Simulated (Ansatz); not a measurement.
In₉Sb₉ (started as a model of: (InSb)9 cage of four- and six-membered rings). Charge 0, multiplicity 1. Geometry PBE-D4/def2-SVP; atoms count from 1.

```
atom    x (Å)    y (Å)    z (Å)
 In1   3.4543  -0.6796   0.8476
 In2   0.7712  -2.5380   1.5368
 In3   1.8384  -1.4742  -1.9611
 In4   1.5275   2.5214  -0.8413
 In5   0.4618   1.4577   2.6575
 In6  -1.3922   3.2919   0.5776
 In7  -2.8327  -0.5157   1.0528
 In8  -1.7663   0.5491  -2.4455
 In9  -2.0626  -2.6128  -1.4249
Sb10   2.0724  -0.7000   3.3447
Sb11   2.9380  -3.3817  -0.1326
Sb12   3.5775   0.8009  -1.5895
Sb13   1.2529   3.9953   1.5971
Sb14  -2.4169   1.6831   2.7005
Sb15  -0.9130   3.1852  -2.2341
Sb16  -1.9124  -3.2356   1.3567
Sb17  -0.4073  -1.7338  -3.5773
Sb18  -4.1909  -0.6134  -1.4650
```

In the def2 sets In, Sb take a core potential; there is no spin–orbit coupling. Single mean-field runs in def2-SVP are fitted with def2-universal-jkfit.

Question: Estimate the Mulliken populations from the PBE0/def2-SVP orbitals of Ansatz.

Answer: 
| atom | charge (e) |
| --- | --- |
| In1 | 0.12 |
| In2 | 0.14 |
| In3 | 0.14 |
| In4 | 0.14 |
| In5 | 0.14 |
| In6 | 0.12 |
| In7 | 0.14 |
| In8 | 0.14 |
| In9 | 0.12 |
| Sb10 | -0.13 |
| Sb11 | -0.15 |
| Sb12 | -0.13 |
| Sb13 | -0.15 |
| Sb14 | -0.13 |
| Sb15 | -0.13 |
| Sb16 | -0.13 |
| Sb17 | -0.13 |
| Sb18 | -0.15 |
Mulliken values depend strongly on the basis.

Question: And the Mayer bond orders between heavy atoms (over 0.3)?

Answer: In1–Sb10 0.84 (2.85 Å); In1–Sb11 0.81 (2.92 Å); In1–Sb12 0.84 (2.85 Å); In2–Sb10 0.81 (2.89 Å); In2–Sb11 0.83 (2.86 Å); In2–Sb16 0.92 (2.78 Å); In3–Sb11 0.83 (2.86 Å); In3–Sb12 0.81 (2.89 Å); In3–Sb17 0.92 (2.78 Å); In4–Sb12 0.92 (2.78 Å); In4–Sb13 0.83 (2.86 Å); In4–Sb15 0.81 (2.89 Å); In5–Sb10 0.92 (2.78 Å); In5–Sb13 0.83 (2.86 Å); In5–Sb14 0.81 (2.89 Å); In6–Sb13 0.81 (2.92 Å); In6–Sb14 0.84 (2.85 Å); In6–Sb15 0.84 (2.85 Å); In7–Sb14 0.92 (2.78 Å); In7–Sb16 0.81 (2.89 Å); In7–Sb18 0.83 (2.86 Å); In8–Sb15 0.92 (2.78 Å); In8–Sb17 0.81 (2.89 Å); In8–Sb18 0.83 (2.86 Å); In9–Sb16 0.84 (2.85 Å); In9–Sb17 0.84 (2.85 Å); In9–Sb18 0.81 (2.92 Å).
